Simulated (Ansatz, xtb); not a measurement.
## A geometry optimisation of CH2AlSeSi with r2SCAN-D4/def2-SVP

The starting geometry of this gas-phase doublet was built from a drawn formula by distance geometry and a force field; its bonds are those of `[AlH][Se]C#[SiH]`.

```xyz
6

C    -2.0265   -1.2205   -1.0660
Al   -1.9822    0.5864   -3.5267
Se   -3.4944   -0.5393   -2.0088
Si   -0.8162   -1.8014   -0.3032
H    -1.5566    2.1184   -3.2080
H     0.2948   -2.3281    0.4290
```

Q: Predict what it relaxes into with r2SCAN-D4/def2-SVP.

A: New bonds form, giving a structure given below by its coordinates. Distances that change by over a tenth: C1–Si4 (1.54 → 1.79 Å). Contacts that close: C1–Al2 (3.05 → 2.17 Å), Al2–Si4 (4.18 → 2.40 Å).

The energy falls by 2.37 eV over 15 steps:

```
step  E − E(last) (eV)
   1             2.375
   3             1.844
   4             1.691
   6             1.262
   7             0.750
   9             0.099
  10             0.047
  12             0.001
  13             0.000
  15             0.000
```

Final geometry (Å):

```xyz
6

C    -2.4103   -1.1107   -0.9434
Al   -1.5451    0.1564   -2.4829
Se   -3.7699   -0.5460   -2.0789
Si   -0.7621   -1.7403   -1.2398
H    -1.1420    1.6093   -2.9571
H     0.0483   -1.5532    0.0184
```

From the same start GFN2-xTB ends elsewhere, at `[C]1=[SiH][Se][AlH]1`.

No frequencies were run, so the end isn't proven a minimum. Open shells are spin-unrestricted. Run with Ansatz 0.2.0, 97 s on 2 threads of Arm Neoverse V2, with other jobs on the host.
